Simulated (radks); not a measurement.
Coulomb parameter of the 3d shell of neutral iron in the model configuration [Ar] 3d6.5 4s1.5, as a second difference U = [E(n + 0.5) + E(n - 0.5) - 2 E(n)] / (0.5)^2 with all orbitals relaxed. "Bare": the charge of the atom changes with n. "Screened": the 4s shell takes up the change at fixed total charge, which measures U(3d,3d) + U(4s,4s) - 2 U(3d,4s). Method: scalar-relativistic Kohn-Sham, LDA (Slater exchange, Perdew-Wang correlation), spin-unpolarised, spherical densities, finite nucleus; Fermi nuclear charge, rms radius 3.7377 fm; computed with a radial shooting solver on a logarithmic mesh with Libxc functionals.

start: configuration [Ar] 3d6.5 4s1.5; E - E(n) (eV) 0.000
bare +0.5: configuration [Ar] 3d7 4s1.5; E - E(n) (eV) -1.587
bare -0.5: configuration [Ar] 3d6 4s1.5; E - E(n) (eV) 4.345
screened +0.5: configuration [Ar] 3d7 4s1; E - E(n) (eV) -0.083
screened -0.5: configuration [Ar] 3d6 4s2; E - E(n) (eV) 0.753

U(bare) = 11.031 eV, U(screened by 4s) = 2.678 eV, against the Slater integral F0(3d,3d) = 21.621 eV with frozen orbitals. The step up makes a negative ion, whose loosely bound charge lowers the bare value.
